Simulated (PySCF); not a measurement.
(E)-2-fluorobut-2-ene (C4H7F), SMILES C/C=C(\C)F. Heavy atoms are numbered as in [CH3:1]/[CH:2]=[C:3](\[CH3:4])[F:5]. Hydrogens are named by the atom that carries them.

Geometry: ωB97X-D3(BJ)/def2-SVP.

The numbers are results of B3LYP/pcSseg-1 (PySCF), not measurements.

GIAO shieldings, no solvent; atoms alike by connectivity are averaged. δ = σ(ref) − σ: ¹³C against TMS (σ = 181.3 ppm); ¹⁹F against CFCl3 (σ = 161.7 ppm); ¹H against TMS (σ = 31.68 ppm), references at their B3LYP-D3(BJ)/def2-TZVP geometries, non-relativistic.

Computed chemical shifts:
| nucleus | atoms | count | δ (ppm) |
|---|---|---|---|
| ¹³C | C3 | 1 | 169.6 |
| ¹³C | C2 (CH) | 1 | 109.4 |
| ¹³C | C4 (CH3) | 1 | 17.2 |
| ¹³C | C1 (CH3) | 1 | 16.7 |
| ¹⁹F | F5 | 1 | -101.6 |
| ¹H | H on C2 | 1 | 5.36 |
| ¹H | H on C4 | 3 | 2.16 |
| ¹H | H on C1 | 3 | 1.97 |
